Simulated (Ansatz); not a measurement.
Program: Ansatz. Geometries: PBE0-D4/def2-TZVP. ΔE: electronic, gas phase. CBS: MP2 limit from def2 TZ/QZ plus the TZ coupled-cluster correction, frozen cores. This one scheme is used for every species. DFT in def2-TZVPP. B3LYP here is the variant with VWN-RPA as its local correlation; programs differ in this. For Ge outer-core shells are correlated without core-valence functions, which leaves a few kJ/mol of doubt a bond. Scalar relativity is left out up to krypton. Each species was taken in one conformer, which may not be the lowest.

Consider the cleavage of the Ge–Ge bond: `F[CH2][GeH2][GeH3]` + `NC=O` → `O=C[NH][GeH3]` + `F[CH2][GeH3]`.

| level | ΔE (kJ/mol) |
| --- | --- |
| B3LYP-D4 | 22.4 |
| ωB97M-V | 18.8 |
| PBE | 30.9 |
| B3LYP | 22.9 |
| HF/def2-TZVPP | 6.5 |
| SCS-MP2/def2-TZVPP | 9.2 |
| CCSD(T)/def2-TZVPP | 14.1 |
| CCSD/CBS(def2) | 16.9 |

Question: What does CCSD(T)/CBS give? (Estimate.)

Answer: Computed: +16.5 kJ/mol. The listed levels differ from it by 5.9, 2.3, 14.4, 6.4, -10.0, -7.3, -2.4, 0.4 kJ/mol.

Largest T1 diagnostic among the species: 0.016.

In def2-TZVPP, CCSD(T) changes the Hartree–Fock value by +7.5 kJ/mol (the triples alone add −0.3 kJ/mol) and MP2 by +7.0 kJ/mol.
